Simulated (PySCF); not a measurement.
Magnetic shielding above rings: a mixed set.

NICS = −σ at a ghost point: NICS(0) at the centroid of the ring atoms, NICS(1) 1 Å to either side along the normal of their mean plane, zz for the tensor component along that normal. Level: GIAO PBE0/pcSseg-1 (PySCF, non-relativistic, gas phase) on the GFN2-xTB geometries, one conformer each. Atom numbers follow the mapped SMILES.

Problem. Order these rings by mean NICS(1)zz, lowest (most negative) first (ppm).
A. ring N2–C3–C4–C6–N7 in `[CH3:1][N:2]1[CH2:3][C@H:4]([F:5])[CH:6]=[N:7]1`
B. ring C5–C6–C7–O8–C9 in `[CH3:1][O:2][SiH2:3][O:4][c:5]1[cH:6][cH:7][o:8][cH:9]1`
C. ring C2–C3–C4–N5–N6–N7 in `[SiH3:1][c:2]1[cH:3][cH:4][n:5][n:6][n:7]1`
D. ring C3–C4–P6 in `[CH2:1]=[CH:2][C@@H:3]1[C@H:4]([SiH3:5])[P@H:6]1=[O:7]`
E. ring C3–C4–C5–Si6 in `[CH3:1][S:2][C@@H:3]1[CH2:4][CH2:5][Si@H:6]1[C:7]#[N:8]`
F. ring C4–O5–C6–O7–C8–O9 in `[CH3:1][CH2:2][O:3][CH:4]1[O:5][CH2:6][O:7][CH2:8][O:9]1`
G. ring C8–C9–C10 in `[N:1]#[C:2][Si@H:3]([CH:4]=[O:5])/[CH:6]=[CH:7]/[CH:8]1[CH2:9][CH2:10]1`

Solution. C (-27.6), B (-24.8), G (-23.2), D (-12.3), A (-5.5), F (1.9), E (5.0).

| SMILES | ring | NICS(0) | NICS(1) | NICS(1)zz | HOMA | rms pucker (Å) | ring atoms with four or more neighbours |
| --- | --- | --- | --- | --- | --- | --- | --- |
| [SiH3]c1ccnnn1 | 6-membered ring with 3 N; formal bonds all aromatic | -3.1 | -11.2 | -27.6 | 0.98 | 0.00 | 0 |
| CO[SiH2]Oc1ccoc1 | 5-membered ring with O; formal bonds all aromatic | -13.2 | -9.9 | -24.8 | 0.46 | 0.00 | 0 |
| N#C[Si@H](C=O)/C=C/C1CC1 | 3-membered carbocycle; formal bonds all single | -42.9 | -8.1 | -23.2 | – | 0.00 | 3 |
| C=C[C@@H]1[C@H]([SiH3])[P@H]1=O | 3-membered ring with P; formal bonds all single | -24.3 | -6.5 | -12.3 | – | 0.00 | 3 |
| CN1C[C@H](F)C=N1 | 5-membered ring with 2 N; formal bonds 1 double, 4 single | -3.7 | -4.0 | -5.5 | – | 0.04 | 2 |
| CCOC1OCOCO1 | 6-membered ring with 3 O; formal bonds all single | -3.6 | -1.9 | 1.9 | – | 0.21 | 3 |
| CS[C@@H]1CC[Si@H]1C#N | 4-membered ring with Si; formal bonds all single | 0.8 | -0.7 | 5.0 | – | 0.07 | 4 |

NICS(0) gives another order. The isotropic NICS(1) gives the same order. HOMA uses Krygowski's 1993 parameters; it is left out where a ring has a four-coordinate atom, a triple bond, no multiple bond or a kind of bond without parameters. NICS(1) and NICS(1)zz are means over the two faces.
